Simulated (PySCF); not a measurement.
**Two-component Hartree-Fock for Tl⁵⁹⁺ (thallium, charge +59)**

Start: [Ar] 3d4; 3d3/2 filled at m_j = -3/2, -1/2, +1/2, +3/2. Calculated with PySCF 2.14 in an uncontracted even-tempered set (15 s from 18 bohr⁻², ratio 2.8; 13 p from 24 bohr⁻², ratio 2.8; 8 d from 24 bohr⁻², ratio 2.8; 3 f from 77 bohr⁻², ratio 3): generalised Hartree-Fock with the X2C-1e Hamiltonian and a Gaussian nucleus; one run each with spin-orbit coupling (SO) switched off, then screened by Boettger's factors.

```
spinor shell  electrons  ε, spin-free (eV)  ε, screened SO (eV)  weight of nominal j (screened SO)  rms radius, screened SO (bohr)
       1s1/2          2           -90182.5             -90137.4                              1.000                          0.0184
       2s1/2          2           -19521.3             -19502.7                              1.000                          0.0738
       2p1/2          2           -17386.4             -18903.4                              1.000                          0.0624
       2p3/2          4           -17386.4             -16784.3                              1.000                          0.0703
       3s1/2          2            -7367.6              -7361.5                              1.000                           0.182
       3p1/2          2            -6729.6              -7128.3                              1.000                           0.173
       3p3/2          4            -6729.6              -6567.1                              1.000                           0.188
       3d3/2          4            -6195.9              -6247.7                              1.000                           0.160
```

```tsv
quantity	spin-free	screened SO
E (hartree)	-16800.22951	-16842.94789
M_J	0	0
⟨J²⟩	4.000	0.000
⟨L²⟩	6.000	2.487
⟨S²⟩	6.000	2.487
```

Breit and QED terms are absent; they matter most for the inner s and p1/2 levels.

Densities and radii are taken from the X2C orbitals without a picture-change correction, which distorts them close to the nucleus.

Without spin-orbit coupling the j labels of p, d and f shells carry no meaning; the spin-free column gives the mean over the occupied spinors of each nl shell, and its ⟨J²⟩ belongs to a mixture of degenerate components.
